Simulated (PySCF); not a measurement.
B3LYP has the VWN-RPA correlation part, as in Gaussian. Excitations are Tamm–Dancoff values on a coarser integration grid. The basis has no diffuse functions, so Rydberg states are missing or too high.

Cartesian coordinates (Å):
SMILES: [OH][Al]([SiH3])[SiH3]
```xyz
11

O      0.1943     2.2618     0.0805
Al     0.0776     0.5621     0.0126
Si     2.2436    -0.5927     0.1073
Si    -2.1559    -0.4716    -0.1430
H     -0.5503     2.8650     0.0556
H      2.8760    -0.4346     1.4441
H      3.1956    -0.0632    -0.9038
H      2.0894    -2.0506    -0.1393
H     -2.0871    -1.9292    -0.4247
H     -2.9102    -0.3010     1.1289
H     -2.9729     0.1541    -1.2182
```
Charge 0, spin multiplicity 1.

Question: Predict the brightest of the four lowest singlets (TDA), S1 excitation (TDA) and total energy from B3LYP-D3(BJ)/def2-TZVP (PySCF 2.14.0).

Answer: 
```
Quantity                                            Value
-------------------------------------------  ------------
brightest of the four lowest singlets (TDA)       6.17 eV
S1 excitation (TDA)                               3.97 eV
total energy                                 -901.0364 Ha
```
